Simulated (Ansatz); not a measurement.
Worked example: the barrier

An elementary step of BNH6O2, closed shell (BNH₄O₂ ([NH2][B]([OH])[OH]) + H₂ → BH₃O₂ ([OH][BH][OH]) + NH₃ (still joined by a long B–N bond); bonds formed: B1–H6, N2–H5; bonds broken: H5–H6; bonds weakened to dative contacts: B1–N2). “Start” is the structure reached by relaxing down from the saddle towards the reactants; PBE0-D4/def2-TZVP structures. The saddle:

B1  (-0.335, 0.043, -0.131)
N2  (1.224, -0.107, 0.003)
O3  (-0.764, -0.445, -1.354)
O4  (-0.939, 1.199, 0.375)
H5  (0.501, -0.868, 0.762)
H6  (-0.533, -1.013, 0.920)
H7  (1.686, -0.504, -0.804)
H8  (1.730, 0.677, 0.389)
H9  (-1.699, -0.279, -1.484)
H10  (-0.872, 1.297, 1.325)
(Å)

Computed with Ansatz 0.2.0 (basis: def2-TZVPP and def2-QZVPP); correlated methods freeze the cores.

Energies in eV:

| quantity | saddle | start |
| --- | --- | --- |
| Hartree–Fock, triple zeta (X = 3) | -6326.15303 | -6329.05375 |
| Hartree–Fock, quadruple zeta (X = 4) | -6326.46391 | -6329.37991 |
| MP2 correlation, X = 3 | -23.00728 | -22.38826 |
| MP2 correlation, X = 4 | -24.72677 | -24.11212 |
| CCSD(T) correlation, X = 3 | -24.40243 | -23.80085 |

Question: Work out the barrier at the basis limit: extrapolate Hartree–Fock as E(X) = E∞ + A exp(−7.88 √X) and the MP2 correlation as E(X) = E∞ + B X^−2.97 (the exponents that Neese and Valeev fitted for def2-TZVPP and QZVPP), then add CCSD(T) − MP2 in triple zeta.

Answer: Each step is linear, so take the differences first (saddle − start): Hartree–Fock 2.90072 (X = 3) and 2.91600 (X = 4); MP2 correlation -0.61902 and -0.61465; CCSD(T) correlation -0.60158.
Two points give E∞ = E(4) + w [E(4) − E(3)], with w = 1/(exp(7.88 (2 − √3)) − 1) = 0.1377 for Hartree–Fock and w = 1/((4/3)^2.97 − 1) = 0.7407 for the correlation.
Hartree–Fock: 2.91600 + 0.1377 × 0.01528 = 2.9181 eV.
MP2 correlation: -0.61465 + 0.7407 × 0.00437 = -0.6114 eV.
CCSD(T) − MP2: -0.60158 − (-0.61902) = 0.0174 eV.
Sum: 2.9181 + (-0.6114) + 0.0174 = 2.3241 eV, or 53.59 kcal/mol. Plain CCSD(T) in triple zeta gives 2.2991 eV, so the larger basis shifts the result by 0.0250 eV.

The T1 diagnostic stays at or below 0.012.

Labels in which every atom is bracketed show which atoms are joined, not bond orders.

For scale, one of the runs: CCSD(T)/def2-TZVPP, 208 basis functions, launched by `ansatz run in.yaml --threads 4 --pin off --events-out ev --progress --plain --max-ram 9574MiB`. The run took 39 s on 4 CPU threads of an Arm Neoverse V2 (shared host), with 3.1 GiB of host memory at its peak.
